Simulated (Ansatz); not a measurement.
Cost and result for the atomization energy of F2H6N2OSi2 (`N[SiH2]O[Si](N)(F)F`) (13 atoms, 12 bonds).

Cartesian coordinates in Å:
```
N -1.388 0.464 2.012
Si -1.579 0.702 0.339
O -0.372 0.075 -0.603
Si 1.109 -0.528 -0.483
N 1.767 -0.689 -2.018
F 1.120 -1.936 0.244
F 1.959 0.394 0.496
H -0.730 1.003 2.549
H -1.579 -0.426 2.442
H -1.600 2.159 0.078
H -2.823 0.025 -0.088
H 1.470 -0.101 -2.776
H 2.646 -1.143 -2.193
```

Total charge 0; spin multiplicity 1. All single points use the PBE0-D4/def2-TZVP geometry. It is one conformer, not always the lowest. Program: Ansatz. All runs use 2 threads of an AMD EPYC 7R13 on a shared host and a share of an NVIDIA H100 80 GB. Times are those of one run each, without the atoms' runs, and a repeat can differ threefold. Electronic energies, without spin–orbit coupling; frozen cores. CCSD(T)/CBS adds CCSD(T) − MP2 in def2-TZVPP to the MP2 limit, and its time is that of the two runs behind it. T1 = 0.011. B3LYP takes the VWN-RPA correlation (the form of Gaussian; ORCA's B3LYP/G).

CCSD(T)/CBS is a level of theory with its own doubt, some kJ/mol a heavy atom from the limit and from the frozen cores, so smaller differences don't rank the functionals.

```json
{"level": "r2SCAN-D4/def2-TZVPP (with forces)", "functions": "323", "wall time": "4.5 s"}
{"level": "ωB97X-V/def2-TZVPP", "functions": "323", "wall time": "6 s"}
{"level": "PBE-D4/def2-TZVPP (with forces)", "functions": "323", "wall time": "6.5 s"}
{"level": "PBE0-D4/def2-TZVPP", "functions": "323", "wall time": "6.5 s"}
{"level": "ωB97M-V/def2-TZVPP (with forces)", "functions": "323", "wall time": "7 s"}
{"level": "B2PLYP/def2-TZVPP", "functions": "323", "wall time": "8 s"}
{"level": "MP2/def2-QZVPP", "functions": "605", "wall time": "8.5 s"}
{"level": "B3LYP-D4/def2-TZVPP (with forces)", "functions": "323", "wall time": "9.1 s"}
{"level": "CCSD(T)/def2-TZVPP", "functions": "323", "wall time": "9.5 s"}
{"level": "CCSD(T)/CBS(def2)", "functions": "–", "wall time": "18 s"}
```

**Question.** What atomization energy does each give, and how far from CCSD(T)/CBS? (An estimate is asked.)

**Answer.** Computed: 
```tsv
level	atomization (kJ/mol)	difference from CCSD(T)/CBS	per bond
r2SCAN-D4/def2-TZVPP (with forces)	5115.0	-44.4	-3.7
ωB97X-V/def2-TZVPP	5156.1	-3.3	-0.3
PBE-D4/def2-TZVPP (with forces)	5171.2	11.8	1.0
PBE0-D4/def2-TZVPP	5066.5	-92.9	-7.7
ωB97M-V/def2-TZVPP (with forces)	5154.6	-4.8	-0.4
B2PLYP/def2-TZVPP	5079.4	-80.0	-6.7
MP2/def2-QZVPP	5220.6	61.2	5.1
B3LYP-D4/def2-TZVPP (with forces)	5122.6	-36.8	-3.1
CCSD(T)/def2-TZVPP	4983.6	-175.8	-14.6
CCSD(T)/CBS(def2)	5159.4	0.0	0.0
```

The D4 term adds +50.7 kJ/mol with B3LYP and +26.9 kJ/mol with PBE0; it sums over pairs of atoms, weighted by their polarisabilities, and B3LYP, whose exchange is more repulsive, gets the larger term. From PBE to PBE0 (25 % exact exchange), in def2-TZVPP and without D4, the atomization energy moves by −100.1 kJ/mol: exact exchange takes away binding that semilocal exchange gives to molecules. In def2-TZVPP, CCSD(T) changes the Hartree–Fock value by +1311.5 kJ/mol (the triples alone add +72.5 kJ/mol) and MP2 by +1440.7 kJ/mol; breaking electron pairs costs correlation energy, which Hartree–Fock lacks.
